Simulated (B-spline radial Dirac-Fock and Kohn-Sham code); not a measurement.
K-shell conversion coefficients of Rh against transition energy

Model: a Dirac-Hartree-Slater potential of the neutral atom with a Latter tail (no hole, which puts coefficients of high multipoles low close above an edge), finite nucleus with surface currents. Program: a B-spline atomic structure program. Subshells within 1 keV of threshold and pair formation are left out.

| energy (keV) | E2 | E3 | E4 | E5 | M2 | M5 |
| --- | --- | --- | --- | --- | --- | --- |
| 24.5 | 30.3 | 38.6 | 30.6 | 24.8 | 596 | 6280 |
| 30.1 | 30.3 | 153 | 693 | 3160 | 271 | 104000 |
| 37.3 | 20.5 | 147 | 995 | 6770 | 119 | 109000 |
| 41.3 | 16.1 | 124 | 907 | 6690 | 80.7 | 86300 |
| 48.8 | 10.3 | 83.3 | 646 | 5050 | 42.8 | 49000 |
| 50 | 9.61 | 77.9 | 606 | 4750 | 39.0 | 44600 |
| 54.6 | 7.44 | 60.3 | 471 | 3700 | 27.9 | 30900 |
| 68.1 | 3.76 | 29.4 | 221 | 1670 | 12.2 | 11000 |
| 68.5 | 3.69 | 28.8 | 216 | 1630 | 11.9 | 10700 |
| 68.8 | 3.64 | 28.3 | 213 | 1610 | 11.7 | 10500 |
| 69.1 | 3.59 | 27.9 | 209 | 1580 | 11.5 | 10300 |
| 100 | 1.05 | 7.10 | 46.0 | 299 | 2.95 | 1500 |
| 176 | 0.149 | 0.743 | 3.55 | 16.9 | 0.400 | 68.4 |
| 200 | 0.0959 | 0.443 | 1.97 | 8.66 | 0.259 | 34.2 |
| 298 | 0.0248 | 0.0910 | 0.321 | 1.12 | 0.0702 | 4.16 |
| 314 | 0.0209 | 0.0744 | 0.255 | 0.867 | 0.0595 | 3.18 |
| 344 | 0.0155 | 0.0526 | 0.171 | 0.554 | 0.0447 | 2.01 |
| 500 | 0.00493 | 0.0137 | 0.0368 | 0.0976 | 0.0145 | 0.330 |
| 568 | 0.00343 | 0.00896 | 0.0226 | 0.0564 | 0.0101 | 0.185 |
| 672 | 0.00218 | 0.00527 | 0.0123 | 0.0284 | 0.00629 | 0.0886 |
| 915 | 0.00102 | 0.00218 | 0.00447 | 0.00900 | 0.00276 | 0.0251 |
| 1000 | 0.000830 | 0.00172 | 0.00341 | 0.00664 | 0.00219 | 0.0179 |
| 1020 | 0.000794 | 0.00163 | 0.00322 | 0.00621 | 0.00209 | 0.0166 |
| 1110 | 0.000659 | 0.00132 | 0.00252 | 0.00471 | 0.00169 | 0.0121 |
| 2000 | 0.000204 | 0.000346 | 0.000555 | 0.000865 | 0.000421 | 0.00173 |
| 2180 | 0.000175 | 0.000290 | 0.000456 | 0.000695 | 0.000348 | 0.00134 |

Question: How fast do they fall between 1110 and 2180 keV?

Answer: As powers of the energy: E2 E^-1.96, E3 E^-2.24, E4 E^-2.53, E5 E^-2.84, M2 E^-2.34, M5 E^-3.26. Within one type (E or M) the higher multipoles fall faster.

Values without a named source are computed, but for edge energies of neutral atoms, which are taken from tables.
